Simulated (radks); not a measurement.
Problem. Te2+, configuration [Kr] 4d10 5s2 5p2 (the NIST ground configuration). All-electron calculation, scalar-relativistic Kohn-Sham, r2SCAN, spin-polarised, spherical densities, finite nucleus; open shells are filled with parallel spins first (spin-orbit coupling, left out, can overturn this in heavy ions); meta-GGA in the generalised Kohn-Sham scheme; Fermi nuclear charge, rms radius 4.7423 fm. Program: a radial shooting solver on a logarithmic mesh with Libxc functionals. Some entries of the table are withheld. Estimate them.

| orbital | occ. | eigenvalue (Ry) | <1/r> (bohr^-1) |
|---|---|---|---|
| 1s up | 1 | -2330.222 | 55.57 |
| 1s down | 1 | -2330.214 | 55.57 |
| 2s up | 1 | -359.7698 | 12.73 |
| 2s down | 1 | -359.7691 | 12.73 |
| 2p up | 3 | -322.8862 | 12.18 |
| 2p down | 3 | -322.8814 | 12.18 |
| 3s up | 1 | -73.22855 | 4.560 |
| 3s down | 1 | -73.22463 | 4.560 |
| 3p up | 3 | -61.15729 | 4.331 |
| 3p down | 3 | -61.15187 | 4.330 |
| 3d up | 5 | -42.93629 | 4.087 |
| 3d down | 5 | -42.93068 | 4.087 |
| 4s up | 1 | -13.81925 | 1.815 |
| 4s down | 1 | -13.80607 | 1.813 |
| 4p up | 3 | -10.05972 | 1.659 |
| 4p down | 3 | -10.04824 | 1.658 |
| 4d up | 5 | -4.56386 | 1.369 |
| 4d down | 5 | -4.54407 | 1.374 |
| 5s up | 1 | (1) | 0.6475 |
| 5s down | 1 | (2) | 0.6603 |
| 5p up | 2 | -1.72106 | 0.5484 |
| 5p down | 0 | -1.51832 | 0.5605 |

Solution. 
(1) 5s up eigenvalue (Ry): -2.51095
(2) 5s down eigenvalue (Ry): -2.33134
